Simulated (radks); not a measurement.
Species: I11+. Configuration: [Kr] 4d4 5p2 (not the ground configuration). All-electron calculation, Dirac Kohn-Sham, OLYP, spin-unpolarised, spherical densities, point nucleus; open shells are shared between the two j in proportion to 2j + 1. Program: a radial shooting solver on a logarithmic mesh with Libxc functionals.

X-ray form factor f0, the Fourier transform of the density (f0(0) = 42):

| sin(theta)/lambda (1/angstrom) | f0 (electrons) |
|---|---|
| 0.05 | 41.728 |
| 0.1 | 40.942 |
| 0.15 | 39.725 |
| 0.2 | 38.192 |
| 0.25 | 36.467 |
| 0.3 | 34.657 |
| 0.4 | 31.088 |
| 0.5 | 27.835 |
| 0.6 | 24.986 |
| 0.8 | 20.496 |
| 1 | 17.351 |
| 1.25 | 14.459 |
| 1.5 | 12.014 |
| 2 | 8.214 |
